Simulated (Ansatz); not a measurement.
Mulliken charges of C2H5AlO, SMILES `C=[CH][AlH][OH]` from r2SCAN/def2-TZVPP in Ansatz (PBE0-D4/def2-TZVP geometry).

| atom | x (Å) | y (Å) | z (Å) | charge (e) |
| --- | --- | --- | --- | --- |
| C1 | 0.318 | 1.290 | -0.965 | -0.119 |
| C2 | 0.618 | -0.007 | -0.866 | -0.309 |
| Al3 | -0.091 | -1.081 | 0.576 | 0.603 |
| O4 | -1.094 | -0.246 | 1.665 | -0.442 |
| H5 | 0.700 | 1.924 | -1.764 | 0.073 |
| H6 | -0.330 | 1.783 | -0.244 | 0.091 |
| H7 | 1.275 | -0.421 | -1.632 | 0.068 |
| H8 | 0.196 | -2.625 | 0.793 | -0.152 |
| H9 | -1.506 | -0.662 | 2.420 | 0.186 |

Question: By hand: the dipole of these point charges (1 e Å = 4.8032 D).

Answer: Σ q r = (-0.002, -0.145, 0.061) e Å, of length 0.157 e Å = 0.75 D.

Question: How does the dipole of the full density compare? (An estimate is asked.)

Answer: The calculation gave: (-0.011, -0.064, 0.042) e Å, 0.37 D; the point charges give 2.03 times that, at 13° from its direction.

Point charges leave out the atoms' own dipoles, such as those of lone pairs, and Mulliken's split depends on the basis, so the two needn't agree.
